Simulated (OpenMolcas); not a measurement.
**Ti2+: effect of the metal basis and ligand basis**

Ti2+ with 6 ligands (fluoride) in octahedral coordination (Oh) at 2.17 Å. A charge of +0.667 e stands 3.2 Å behind each ligand.

```json
{"Program": "OpenMolcas 26.06", "Method": "CASSCF", "Spin-orbit coupling": "state interaction with AMFI integrals over the reference wave functions"}
```

Fixed: active space 2 electrons in 5 orbitals (3d), DKH2 Hamiltonian.

States (labels of O, the rotations of Oh). Energies in cm-1 above the lowest state or level, χT in cm3 K/mol; under a threefold ground state the first gap can be a small split of the lowest multiplet, not the spin-orbit step; 10Dq and B are least-squares fits to the states below 45000 cm-1, weighted by degeneracy, with a free offset, and given where the rms deviation is under 5 % of |10Dq| (or 100 cm-1) and under 700 cm-1.

```json
{"Run": "A", "Metal basis": "ANO-RCC-VDZP", "Ligand basis": "ANO-RCC-VDZP", "Ground state": "3T1", "First state of that spin": "3T2 8647", "10Dq": "10141", "B (rms of fit)": "861 (145)", "First gap with spin-orbit (degeneracies)": "3.3 (2, 3)", "χT at 300 K": "1.101", "First state of another spin": "1T2 11941", "Cost": "roughly 11 core-seconds"}
{"Run": "B", "Metal basis": "ANO-RCC-VTZP", "Ligand basis": "ANO-RCC-VDZP", "Ground state": "3T1", "First state of that spin": "3T2 8632", "10Dq": "10137", "B (rms of fit)": "864 (155)", "First gap with spin-orbit (degeneracies)": "3.3 (2, 3)", "χT at 300 K": "1.102", "First state of another spin": "1T2 11989", "Cost": "roughly 14 core-seconds"}
{"Run": "C", "Metal basis": "ANO-RCC-VTZP", "Ligand basis": "ANO-RCC-VTZP", "Ground state": "3T1", "First state of that spin": "3T2 8241", "10Dq": "9454", "B (rms of fit)": "850 (100)", "First gap with spin-orbit (degeneracies)": "3.4 (2, 3)", "χT at 300 K": "1.103", "First state of another spin": "1T2 11948", "Cost": "roughly 50 core-seconds"}
```

Against A, |10Dq| changes by 0 % in B, -6.8 % in C.

Costs are those of the RASSCF and RASSI steps.

An orbital triplet at a regular site is open to Jahn-Teller coupling, which can distort the site and quench the lowest spin-orbit gaps and is left out. Without dynamic correlation the repulsion within the d shell is too large (B by tens of per cent), so at a given field states of lower spin stand too high. Ligand-to-metal charge-transfer states are missing. With no ligand orbital active B as a rule stays too high, so bands that hang on it stand too high and its fall with covalency is understated. With metal d orbitals alone and no dynamic correlation the field as a rule comes out too small, by tens of per cent, by up to half for chloride and softer ligands. No measured value stands beside these numbers; the geometry is a model, was not optimised and need not be the one that this ion takes.
